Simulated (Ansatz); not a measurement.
Basis-set extrapolation for `[AlH2][CH](S)O[SiH3]` (PBE0-D4/def2-TZVP geometry, frozen core, Ansatz). Multiplicity 1, RHF reference.

|  | def2-TZVPP | def2-QZVPP |
| --- | --- | --- |
| HF | -1045.271858 | -1045.305050 |
| MP2 correlation | -0.796951 | -0.858356 |
| CCSD(T) correlation | -0.890633 | not run |

Energies in hartree. Use E(X) = E(∞) + A·exp(−7.88·√X) for Hartree–Fock and E(X) = E(∞) + B·X^(−2.97) for correlation, with X = 3 and 4, and add CCSD(T) minus MP2 of the smaller set to the MP2 limit.

Task: What is the CCSD(T) energy at the basis-set limit?

Result: HF limit: -1045.305050 + (-0.033192) × 0.13774 = -1045.30962. MP2 limit: -0.858356 + (-0.061405) × 0.74074 = -0.90384. Higher-order term: -0.890633 − (-0.796951) = -0.09368. Total: -1046.30714 hartree, 379.8 kJ/mol below CCSD(T)/def2-TZVPP.
